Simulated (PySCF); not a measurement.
One molecule, one basis, several functionals.

Compound: H₈OSeSi₃.
SMILES: `[SiH3]O[Si@@H]([SiH3])[SeH]`

Torsions of this conformer, `[SiH3:1][O:2][Si@@H:3]([SiH3:4])[SeH:5]`: Si1–O2–Si3–Si4 -147°, H–Se5–Si3–O2 -71°.

PySCF, def2-SVPD basis, density fitting, gas phase, PBE0-D3(BJ)/def2-SVP geometry; singlet excitations by full TDDFT with frozen cores, triplets by Tamm–Dancoff TDDFT and ionisation energies by ΔSCF, from the lowest of the holes tried. One functional is left out:

```
functional  exact exchange (%)  HOMO energy (eV)  LUMO energy (eV)  lowest singlet excitation (eV)  lowest triplet excitation (eV)  dipole moment (D)  mean polarisability (au)  vertical ionisation energy (eV)
       LDA                   0             -6.25             -1.50                            4.92                            4.66              0.482                     125.1                             8.98
       PBE                   0             -6.12             -1.28                            4.99                            4.70              0.441                     122.5                             8.85
     B3LYP                  20             -6.99             -0.65                            5.30                            4.91              0.472                     117.8                             9.13
 BHandHLYP                  50             -8.18              0.32                            5.57                            5.12              0.539                     112.6                             9.17
```

Question: Predict the row of PBE0 (25 % exact exchange) by straight lines through the other rows, and check it.

Answer: 
```
                       property   line  computed  computed − line  B3LYP (20 %), for comparison
               HOMO energy (eV)  -7.18     -7.23            -0.05                         -6.99
               LUMO energy (eV)  -0.52     -0.47            +0.05                         -0.65
 lowest singlet excitation (eV)   5.29      5.44            +0.15                          5.30
 lowest triplet excitation (eV)   4.91      5.00            +0.09                          4.91
              dipole moment (D)  0.495     0.507           +0.012                         0.472
       mean polarisability (au)  117.8     117.1             -0.7                         117.8
vertical ionisation energy (eV)   9.07      9.14            +0.07                          9.13
```

Question: Which of these properties follows the share of exact exchange most closely, and which least?

Answer: Most closely the HOMO energy, least the vertical ionisation energy; the correlations over the tabulated rows are HOMO energy -0.998, LUMO energy 0.993, lowest triplet excitation 0.989, lowest singlet excitation 0.982, mean polarisability -0.972, dipole moment 0.878, vertical ionisation energy 0.849. The HOMO energy moves by -0.399 eV for every 10 %. Functionals with the same share still differ in their other parts: at 0 % LDA and PBE differ by 0.13 eV in it.
